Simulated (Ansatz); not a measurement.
Input for Ansatz (a quantum-chemistry and plane-wave program): U-CCSD(T)/aug-cc-pV(T+d)Z on AlN+, 2S+1 = 4, a spin state set in the input, which need not be the lowest, a point of a bond scan (R = 2.052 Å). Charge +1. Files ending in .json are basis or fitting sets from the Basis Set Exchange.

Ansatz 0.2 input:
```yaml
crystal:
  periodic: [false, false, false]
  atoms:
    - {symbol: N, position_ang: [0.00000000, 0.00000000, 0.00000000]}
    - {symbol: Al, position_ang: [0.00000000, 0.00000000, 2.05235200]}
basis:
  gaussian:
    orbitals: aug-cc-pV_T+d_Z.json
    pivot_positions_ang: [[0.00000000, 0.00000000, 0.00000000], [0.00000000, 0.00000000, 2.05235200]]
total_charge: 1
magnetization: {spin_polarized: true, initial_magnetization: 3}
correlation: {method: ccsd_t, electrons: outside_noble_gas}
output: {orbitals: {seedname: ./end}}
```

**Question.** What total energy does the run end on?

**Answer.** -296.2317 hartree (reference determinant -296.0579, T1 diagnostic 0.037).
